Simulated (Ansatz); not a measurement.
Input file for Ansatz (a first-principles code): R-B97M-V/def2-TZVPP on C4H4O (SMILES CC#CC=O).

Ansatz 0.2 input:
```yaml
crystal:
  periodic: [false, false, false]
  atoms:
    - {symbol: C, position_ang: [1.81765665, -0.04192532, 0.02234773]}
    - {symbol: C, position_ang: [0.36833185, -0.00817369, 0.00273501]}
    - {symbol: C, position_ang: [-0.83662354, -0.00677143, -0.01598710]}
    - {symbol: C, position_ang: [-2.27341003, 0.05725458, -0.02932437]}
    - {symbol: O, position_ang: [-2.99921451, -0.89759790, -0.18258121]}
    - {symbol: H, position_ang: [2.17220483, -0.57583835, 0.90693428]}
    - {symbol: H, position_ang: [2.20071444, -0.56388116, -0.85708665]}
    - {symbol: H, position_ang: [2.23870193, 0.96476199, 0.03822767]}
    - {symbol: H, position_ang: [-2.68836162, 1.07217130, 0.11473465]}
basis:
  gaussian:
    orbitals: def2-TZVPP
hamiltonian:
  xc: {name: B97M-V}
scf: {lower_state_search: off}
```

It printed:

```
WARN ansatz: RAYON_NUM_THREADS=1 ignored (pool sized by the plan → 1); use --threads N
Functional definition: B97M-V
these checks for a lower state are left out or cut short: stability, starts, cluster_reference, orbital_swaps, neighbouring_geometries, increment
integrals: 0.11 GiB planned
1107 factors; their error is unknown
mean field: 0.89 GiB planned
mean field evaluation 1: about -6251.7761 eV, gradient 6.1e1 eV
mean field evaluation 2: about -6246.0891 eV, gradient 8.0e1 eV
mean field evaluation 4: about -6259.9455 eV, gradient 4.5e0 eV
mean field evaluation 8: about -6259.9955 eV, gradient 1.6e-1 eV
mean field evaluation 16: about -6259.9737 eV, gradient 3.3e-3 eV
mean field -6259.97372294 eV, -230.0497911556 hartree, gradient 5.8e-6 eV, S^2 0.000000; 0 other end points of the search recorded, 0 dependent functions left out
reference -6259.97377788 eV, -230.0497931744 hartree; 18, 18 occupied and 193, 193 virtual orbitals, 1107 factors
Total energy: -6259.97377788 eV, -230.0497931744 hartree
Checks for a lower state left out: stability, starts, cluster_reference, orbital_swaps, neighbouring_geometries, increment
```

The calculation finished and met its thresholds.

Cost: roughly 5 core-seconds.
